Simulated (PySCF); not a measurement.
## A small calculation by hand: oscillator strength and radiative lifetime

3-silylprop-2-yn-1-amine (C₃H₇NSi), SMILES NCC#C[SiH3].

The structure is a stationary point at PBE0-D3(BJ)/def2-SVP. One conformer was computed; it need not be the lowest.

TDDFT-PBE/def2-SVPD in PySCF 2.14.0 puts the first singlet state with f over 0.02 at 5.16 eV (vertical), with the transition dipole (0.768, -0.260, -0.073) in atomic units.

### Question
Find the oscillator strength, the wavelength and the radiative lifetime that this transition would have in vacuum if emission retraced absorption.

### Answer

|μ|² = 0.6628 au, so |μ| = 2.07 D. ΔE = 5.16/27.211 = 0.1896 hartree. f = (2/3) ΔE |μ|² = 0.084 (the program prints 0.084).
λ = 1239.84/5.16 = 240 nm; ν = 41618 cm⁻¹.
Einstein's coefficient A = 0.6670 ν² f s⁻¹ (ν in cm⁻¹) = 9.7e7 s⁻¹, so τ = 1/A = 10 ns. This state is S1. The figure is the radiative limit of this one transition; relaxation, internal conversion, crossing to triplets and a medium change what is measured.
